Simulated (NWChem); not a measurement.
SiH$_{4}$Te; SMILES [SiH3][TeH]

```xyz
6

Te    -0.0260     0.6289     0.0000
H      1.6375     0.6849    -0.0001
Si    -0.0113    -1.8768     0.0000
H      0.6644    -2.4202     1.2146
H      0.6569    -2.4208    -1.2185
H     -1.4504    -2.2703     0.0044
```
Atoms are numbered in this order, from 1.

Structure relaxed at the PBE0/def2-SVP level. def2 effective core potentials on Te; no spin-orbit coupling.

 States above −ε(HOMO) = 5.5 eV lie in this functional's continuum and hang on the basis.

Problem. List the 4 lowest vertical singlet excitations from PBE/def2-SVPD with def2 effective core potentials on Te, full TDDFT (NWChem).

Solution. 
```csv
state,energy (eV),oscillator strength,leading excitation (squared amplitude)
S1,4.01,0.001,HOMO → LUMO (1.00)
S2,4.43,0.026,HOMO → LUMO+1 (0.99)
S3,5.37,0.001,HOMO → LUMO+2 (0.98)
S4,5.63,0.017,HOMO → LUMO+3 (0.95)
```
